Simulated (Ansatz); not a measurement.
Gas-phase electronic energies from Ansatz, PBE0-D4/def2-TZVP geometries. CBS: MP2 limit from def2 TZ/QZ plus the TZ coupled-cluster correction, frozen cores. Functionals use def2-TZVPP. Open shells (•) are unrestricted, without spin–orbit coupling. Each species was taken in one conformer, which may not be the lowest.

Reaction (homolysis of the C–Si bond): `O[SiH](O)C[SiH2]Cl` → `[CH2][SiH2]Cl`• + `O[SiH]O`•

`O[SiH](O)C[SiH2]Cl`:

Z-matrix (Å, degrees):
```
Si
O 1 1.637
C 1 1.862 2 112.1
O 1 1.645 2 113.4 3 117.1
H 1 1.482 2 104.2 3 -122.1
H 2 0.962 1 116.0 3 -48.7
Si 3 1.856 1 115.5 2 71.2
H 3 1.097 1 108.7 2 -168.8
H 3 1.095 1 108.9 2 -52.1
H 4 0.958 1 117.9 2 57.9
Cl 7 2.079 3 109.5 1 -50.6
H 7 1.483 3 112.1 1 -167.5
H 7 1.479 3 112.3 1 68.1
```

`[CH2][SiH2]Cl`•:

Z-matrix (Å, degrees):
```
Si
Cl 1 2.067
C 1 1.832 2 110.1
H 1 1.481 2 106.9 3 -120.6
H 1 1.482 2 106.8 3 120.7
H 3 1.085 1 122.3 2 85.8
H 3 1.085 1 122.4 2 -90.0
```

`O[SiH]O`•:

```xyz
6

O     0.302   -1.240    0.124
Si    0.335    0.347   -0.335
O    -0.810    1.137    0.535
H     1.087   -1.762   -0.050
H    -0.094    0.530   -1.756
H    -0.821    0.988    1.482
```

(1) What is ΔE at CCSD(T)/CBS? (Estimate.)

(2) What do these levels give: PBE0-D4, PBE, PBE0, HF/def2-TZVPP, MP2/def2-TZVPP, CCSD(T)/def2-TZVPP? (Estimate.)

Largest T1 diagnostic among the species: 0.015.

## Answers

(1) The calculation gave: +101.5 kcal/mol.

(2) Ansatz gave: PBE0-D4 97.5, PBE 92.6, PBE0 94.3, HF/def2-TZVPP 71.5, MP2/def2-TZVPP 103.4, CCSD(T)/def2-TZVPP 99.6 kcal/mol.

In def2-TZVPP, CCSD(T) changes the Hartree–Fock value by +28.1 kcal/mol (the triples alone add +2.5 kcal/mol) and MP2 by +31.9 kcal/mol; breaking electron pairs costs correlation energy, which Hartree–Fock lacks. From PBE to PBE0 (25 % exact exchange), in def2-TZVPP and without D4, ΔE moves by +1.7 kcal/mol.
